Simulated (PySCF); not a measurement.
C3H12GeN2.
Atom-mapped SMILES: `[CH3:1][N:2]([GeH3:3])[CH2:4][CH2:5][NH2:6]` (hydrogens: H7, H8, H9 on C1; H10, H11, H12 on Ge3; H13, H14 on C4; H15, H16 on C5; H17, H18 on N6)

Computed with PySCF at CAM-B3LYP/def2-SVPD, non-relativistic, on one gas-phase PBE0-D3(BJ)/def2-SVP geometry that isn't relaxed in the solvent. The solvent is an IEF-PCM continuum (cavity from Bondi-type radii × 1.2). The model holds no explicit solvent molecules, cavitation or dispersion. Spin–orbit coupling is left out although an atom past zinc is present.

Gas phase at CAM-B3LYP/def2-SVPD: HOMO -7.26 eV, LUMO 1.06 eV, dipole 2.45 D.

What does the continuum do to the energy, the frontier levels and the dipole at CAM-B3LYP/def2-SVPD in methanol and acetonitrile?

```tsv
solvent	ε	E(solvent) − E(gas) (kcal/mol)	polarisation term (kcal/mol)	distortion of the solute (kcal/mol)	HOMO (eV)	LUMO (eV)	dipole (D)
methanol	32.61	-3.57	-4.14	0.57	-7.28	1.11	3.20
acetonitrile	35.69	-3.59	-4.17	0.58	-7.28	1.11	3.20
```

Polarisation term: ½ Σ q·V over the induced surface charges. Distortion: the rise of the solute's own energy as its density leaves the gas-phase optimum. The atom shares or the degeneracy of the LUMO differ from the gas phase in methanol and acetonitrile, so that column needn't follow one orbital. From methanol to acetonitrile the lowering changes by a factor 1.00, Onsager's factor (ε − 1)/(2ε + 1) by 1.00 and ε itself by 1.1.

Which radius a makes the point-dipole formula ΔE = −[(ε − 1)/(2ε + 1)]·μ²/a³ give the value in acetonitrile, with the gas-phase dipole?

μ = 0.963 au and |ΔE| = 0.00572 Eh give a = 2.26 Å; the farthest nucleus lies 3.21 Å from the centroid of the nuclei, so such a sphere wouldn't even hold the nuclei. The formula assumes a rigid point dipole at the centre of a sphere.

How does the static polarisability (CAM-B3LYP/def2-SVPD, frozen core, with the continuum's full static response) change?

| medium | isotropic (au) | principal values (au) | ⟨r²⟩ of the electrons (bohr²) |
| --- | --- | --- | --- |
| gas | 86.7 | 77.4, 89.2, 93.6 | 1008.8 |
| methanol | 119.0 | 111.5, 120.4, 125.1 | 1007.8 |
| acetonitrile | 119.2 | 111.7, 120.6, 125.3 | 1007.8 |

The isotropic value in acetonitrile is 1.37 times the gas-phase one; no cavity-field correction is applied. ⟨r²⟩ is taken about the centre of nuclear charge.

Conformer computed: `[CH3:1][N:2]([GeH3:3])[CH2:4][CH2:5][NH2:6]`: C1–N2–C4–C5 -82°, N2–C4–C5–N6 -63°, H–N6–C5–C4 -78°, H–N6–C5–C4 161°.
